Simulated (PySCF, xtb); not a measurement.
C3H7NSi, SMILES [SiH3]N1CC=C1.

Harmonic wavenumbers (cm⁻¹) from GFN2-xTB (xtb 6.7.1) at its own minimum, in rising order: 91, 105, 206, 415, 544, 566, 599, 663, 741, 812, 817, 821, 946, 973, 987, 1051, 1068, 1112, 1166, 1215, 1370, 1445, 1611, 2176, 2264, 2277, 2973, 2989, 3130, 3190.

Question: What does PBE-D3(BJ)/def2-SVP run with PySCF give at its own minimum? (An estimate is asked for; the answer gives what the named calculation found.)

Answer: 96, 110, 205, 411, 521, 626, 649, 678, 849, 871, 906, 922, 932, 948, 954, 1018, 1053, 1064, 1171, 1198, 1320, 1398, 1561, 2106, 2171, 2182, 2972, 3035, 3127, 3217. Paired by order, the mean absolute difference is 40 cm⁻¹ and the zero-point energies are 54.8 and 54.7 kcal/mol.
